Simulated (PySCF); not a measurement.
F2HOS, SMILES S(F)(F)=[OH+], charge +1. Heavy atoms are numbered as in [OH+:1]=[S:2]([F:3])[F:4]. Hydrogens are named by the atom that carries them.

Geometry optimised at B3LYP-D3(BJ)/def2-SVP. The isomer is the one that the SMILES or the coordinates give; other isomers of the formula were not compared.

Computed with PySCF with B3LYP/def2-TZVPD.

Mulliken values depend strongly on the basis, most of all with diffuse functions as here. ESP charges are fitted to the potential on shells at 1.4 to 2.0 van der Waals radii. Atomic charges (e), one atom of each kind:

```
atom     meta-Löwdin  ESP fit  Mulliken
-------  -----------  -------  --------
O1 (OH)        -0.52    -0.29     -0.30
S2              1.72     0.89      1.08
F3             -0.31    -0.03     -0.09
H on O1         0.42     0.47      0.41
```
